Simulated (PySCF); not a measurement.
PySCF input for iodomethane (CH3I), SMILES IC, TDDFT-B3LYP/def2-TZVPD. Geometry: B3LYP-D3(BJ)/def2-TZVP. The def2 effective core potentials stand for the cores of I; spin–orbit coupling is left out.

```python
import numpy as np
from pyscf import gto, scf, dft, tdscf

mol = gto.M(
    atom='''
    C    -0.00000000    0.00000000    1.82773872
    I     0.00000000   -0.00000000   -0.32871566
    H     0.89566236    0.51711090    2.15183255
    H    -0.89566235    0.51711089    2.15183255
    H     0.00000000   -1.03422180    2.15183255
    ''',
    basis='def2-TZVPD',
    ecp={'I': 'def2-tzvp'},
    charge=0,
    spin=0,
    symmetry=True,
    max_memory=1600,
    verbose=4,
)
mf = dft.RKS(mol, xc='b3lyp').density_fit(auxbasis='def2-universal-jkfit')
mf.grids.level = 3
mf.conv_tol = 1e-9
mf.max_cycle = 100
mf.kernel()
mf.grids = dft.Grids(mol).set(level=1).build(with_non0tab=True)  # coarser grid for the response kernel
td = tdscf.TDDFT(mf)
td.singlet = True
td.nstates = 10
td.conv_tol = 1e-4
td.kernel(x0=td.get_init_guess(mf, 15))
td.analyze()
tt = tdscf.TDA(mf)
tt.singlet = False
tt.nstates = 4
tt.conv_tol = 1e-4
tt.kernel(x0=tt.get_init_guess(mf, 9))
tt.analyze(verbose=3)
```

It prints:

```
PySCF version 2.14.0

[INPUT] verbose = 4
[INPUT] num. atoms = 5
[INPUT] num. electrons = 34
[INPUT] charge = 0
[INPUT] spin (= nelec alpha-beta = 2S) = 0
[INPUT] symmetry True subgroup None
[INPUT] Mole.unit = angstrom
[INPUT] Symbol           X                Y                Z      unit          X                Y                Z       unit  Magmom
[INPUT]  1 C      0.000000000000   0.000000000000   1.827738720000 AA    0.000000000000   0.000000000000   3.453925608063 Bohr   0.0
[INPUT]  2 I      0.000000000000   0.000000000000  -0.328715660000 AA    0.000000000000   0.000000000000  -0.621182570256 Bohr   0.0
[INPUT]  3 H      0.895662360000   0.517110900000   2.151832550000 AA    1.692556560482   0.977197977027   4.066374185424 Bohr   0.0
[INPUT]  4 H     -0.895662350000   0.517110890000   2.151832550000 AA   -1.692556541584   0.977197958130   4.066374185424 Bohr   0.0
[INPUT]  5 H      0.000000000000  -1.034221800000   2.151832550000 AA    0.000000000000  -1.954395954055   4.066374185424 Bohr   0.0

nuclear repulsion = 61.2513167023381
point group symmetry = C3v, use subgroup Cs
symmetry origin: [ 3.04794534e-10 -3.04794541e-10 -3.04794584e-10]
symmetry axis x: [ 8.66025403e-01 -5.00000002e-01 -7.72375652e-10]
symmetry axis y: [ 5.65418194e-10 -5.65418263e-10  1.00000000e+00]
symmetry axis z: [-5.00000002e-01 -8.66025403e-01 -2.06957481e-10]
num. orbitals of irrep A' = 80
num. orbitals of irrep A" = 43
number of shells = 47
number of NR pGTOs = 189
number of NR cGTOs = 123
basis = def2-TZVPD
ecp = {'I': 'def2-tzvp'}


[settings echo left out]
init E= -295.412386308238
HOMO (A") = -0.777350123285898  LUMO (A') = -0.608538112548548  gap/eV = 4.59361
cycle= 1 E= -335.69285053965  delta_E= -40.3  |g|= 3.52  |ddm|= 19.7
HOMO (A') = 0.00940663639935302  LUMO (A") = 0.00940757390649027  gap/eV = 0.00003

WARN: A' HOMO 0.00940663639935302 > system LUMO 0.00940757390649027


WARN: A" LUMO 0.00940757390649027 < system HOMO 0.00940663639935302

cycle= 2 E= -332.037402132646  delta_E= 3.66  |g|= 4.25  |ddm|= 64.6
HOMO (A') = -0.33368204364983  LUMO (A') = -0.126996602633238  gap/eV = 5.62420
cycle= 3 E= -337.297900431941  delta_E= -5.26  |g|= 1.05  |ddm|= 63.9
HOMO (A') = -0.257952396883786  LUMO (A') = -0.10326381286969  gap/eV = 4.20929
cycle= 4 E= -337.568481461493  delta_E= -0.271  |g|= 0.843  |ddm|= 2.07
HOMO (A") = -0.211797951812605  LUMO (A') = -0.0306134366292543  gap/eV = 4.93028
cycle= 5 E= -337.719936702728  delta_E= -0.151  |g|= 0.224  |ddm|= 0.696
HOMO (A") = -0.256959218856874  LUMO (A') = -0.0482209761597421  gap/eV = 5.68006
cycle= 6 E= -337.733927548031  delta_E= -0.014  |g|= 0.0317  |ddm|= 0.295
HOMO (A') = -0.261217249095528  LUMO (A') = -0.049195673281007  gap/eV = 5.76940
cycle= 7 E= -337.734057901648  delta_E= -0.00013  |g|= 0.0193  |ddm|= 0.0474
HOMO (A') = -0.260202078174235  LUMO (A') = -0.0477016631539957  gap/eV = 5.78243
cycle= 8 E= -337.734116928259  delta_E= -5.9e-05  |g|= 0.00187  |ddm|= 0.0136
HOMO (A") = -0.260105224516197  LUMO (A') = -0.0478340607021348  gap/eV = 5.77619
cycle= 9 E= -337.734117795717  delta_E= -8.67e-07  |g|= 0.000487  |ddm|= 0.00257
HOMO (A") = -0.260134786053087  LUMO (A') = -0.047854260549137  gap/eV = 5.77645
cycle= 10 E= -337.734117837535  delta_E= -4.18e-08  |g|= 0.000181  |ddm|= 0.00048
HOMO (A") = -0.260144803256725  LUMO (A') = -0.0478533986259144  gap/eV = 5.77674
cycle= 11 E= -337.734117843278  delta_E= -5.74e-09  |g|= 3.36e-05  |ddm|= 0.000161
HOMO (A") = -0.260142690200968  LUMO (A') = -0.0478521380645613  gap/eV = 5.77672
cycle= 12 E= -337.734117843438  delta_E= -1.59e-10  |g|= 4.1e-06  |ddm|= 4.44e-05
HOMO (A") = -0.260141897919415  LUMO (A') = -0.0478519897586285  gap/eV = 5.77670
Extra cycle  E= -337.734117843432  delta_E= 5.8e-12  |g|= 6.22e-06  |ddm|= 1.25e-05
converged SCF energy = -337.734117843432
tot grids = 20624


******** <class 'pyscf.tdscf.rks.TDDFT'> for <class 'pyscf.df.df_jk.DFSymAdaptedRKS'> ********
nstates = 10 singlet
deg_eia_thresh = 1.000e-03
wfnsym = None
conv_tol = 0.0001
eigh lindep = 1e-12
eigh level_shift = 0
eigh max_cycle = 100


Excitation energies (eV)
[4.68022778 4.68023019 6.35358827 6.3536437  6.95397798 6.95400365
 7.0051532  7.08120071 7.16317163 7.16317613]

** Singlet excitation energies and oscillator strengths **
Excited State   1:  ???      4.68023 eV    264.91 nm  f=0.0001
      16 -> 18        0.70386
Excited State   2:  ???      4.68023 eV    264.91 nm  f=0.0001
      17 -> 18       -0.70386
Excited State   3:  ???      6.35359 eV    195.14 nm  f=0.0792
      16 -> 19       -0.70477
Excited State   4:  ???      6.35364 eV    195.14 nm  f=0.0792
      17 -> 19        0.70477
Excited State   5:  ???      6.95398 eV    178.29 nm  f=0.0001
      16 -> 21        0.49932
      17 -> 20        0.49921
Excited State   6:  ???      6.95400 eV    178.29 nm  f=0.0001
      16 -> 20        0.49933
      17 -> 21       -0.49919
Excited State   7:  ???      7.00515 eV    176.99 nm  f=0.0000
      16 -> 20       -0.49918
      17 -> 21       -0.49933
Excited State   8:  ???      7.08120 eV    175.09 nm  f=0.0576
      16 -> 21       -0.49336
      17 -> 20        0.49347
Excited State   9:  ???      7.16317 eV    173.09 nm  f=0.0214
      16 -> 22        0.70005
Excited State  10:  ???      7.16318 eV    173.09 nm  f=0.0214
      17 -> 22        0.70005

** Transition electric dipole moments (AU) **
state          X           Y           Z        Dip. S.      Osc.
  1         0.0284     -0.0164     -0.0000      0.0011      0.0001
  2        -0.0164     -0.0284      0.0001      0.0011      0.0001
  3        -0.6177      0.3566      0.0000      0.5087      0.0792
  4         0.3566      0.6176     -0.0001      0.5086      0.0792
  5         0.0255     -0.0147     -0.0001      0.0009      0.0001
  6         0.0147      0.0255     -0.0000      0.0009      0.0001
  7         0.0000      0.0000     -0.0000      0.0000      0.0000
  8         0.0001      0.0000      0.5760      0.3318      0.0576
  9        -0.3022      0.1745      0.0001      0.1218      0.0214
 10        -0.1745     -0.3022     -0.0000      0.1218      0.0214

WARN: ECP detected. Skipping calculation of transition velocity and magnetic dipole moments, which have not yet been implemented.



******** <class 'pyscf.tdscf.rks.TDA'> for <class 'pyscf.df.df_jk.DFSymAdaptedRKS'> ********
nstates = 4 triplet
deg_eia_thresh = 1.000e-03
wfnsym = None
conv_tol = 0.0001
eigh lindep = 1e-12
eigh level_shift = 0
eigh max_cycle = 100


Excitation energies (eV)
[4.13073785 4.13074023 6.19082114 6.19086214]

** Triplet excitation energies and oscillator strengths **
Excited State   1:  ???      4.13074 eV    300.15 nm  f=0.0000
Excited State   2:  ???      4.13074 eV    300.15 nm  f=0.0000
Excited State   3:  ???      6.19082 eV    200.27 nm  f=0.0000
Excited State   4:  ???      6.19086 eV    200.27 nm  f=0.0000
```

The run converged.
